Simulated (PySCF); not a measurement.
**Zn+: ionisation energy**

Zn+ [Ar] 3d10 4s1 (2S) → Zn(2+) [Ar] 3d10 (1S), as a difference of total energies. All numbers are calculated (PySCF 2.14, scalar relativity by spin-free X2C-1e, in cc-pVTZ-DK). Correlated levels: valence: [Ar] frozen. The calculations carry no spin-orbit coupling.

```json
{"method": "UHF", "ionisation energy (eV)": "16.858"}
{"method": "B3LYP", "ionisation energy (eV)": "18.703"}
{"method": "LDA", "ionisation energy (eV)": "19.020"}
{"method": "MP2 (valence)", "ionisation energy (eV)": "17.765"}
{"method": "SCS-MP2 (valence)", "ionisation energy (eV)": "17.611"}
```

Question: How much does correlation contribute at MP2 (valence)?

Answer: 17.765 − (16.858) = 0.907 eV, measured against UHF.

Errors of the correlated levels include the incompleteness of this basis and the frozen core.

For comparison: 17.964 eV (measured; NIST Atomic Spectra Database, ionization energies).
